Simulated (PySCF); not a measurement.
Mg(F)(NMe2) (C₂H₆FMgN), SMILES [N](C)(C)[Mg][F]. Coordinates come from a PBE-D3(BJ)/def2-SVP optimisation. The structure was generated by enumeration; whether it is a known compound was not checked. One conformer was computed; it need not be the lowest.

Computed with PBE-D3(BJ)/def2-SVP (PySCF).

Harmonic wavenumbers (cm⁻¹): 80, 112, 155, 204, 254, 287, 310, 499, 783, 989, 1054, 1070, 1113, 1198, 1234, 1382, 1385, 1387, 1408, 1431, 1449, 2846, 2854, 2879, 2894, 2994, 2995. Rotational constants (GHz): 9.502, 1.800, 1.543; symmetry number 2.

Task: Work out the zero-point energy and the ideal-gas rigid-rotor harmonic-oscillator thermochemistry at 298.15 K and 1 atm.

Result: ZPE = ½ Σ hcν = ½ × 35246 cm⁻¹ = 50.39 kcal/mol. H − E(el) = 55.58 kcal/mol. Entropy in cal/(mol K): translation 39.32, rotation 25.52, vibration 17.74, total 82.58. G − E(el) = 30.96 kcal/mol. Cp = 24.92 cal/(mol K). Modes under 150 cm⁻¹ make the vibrational entropy uncertain.
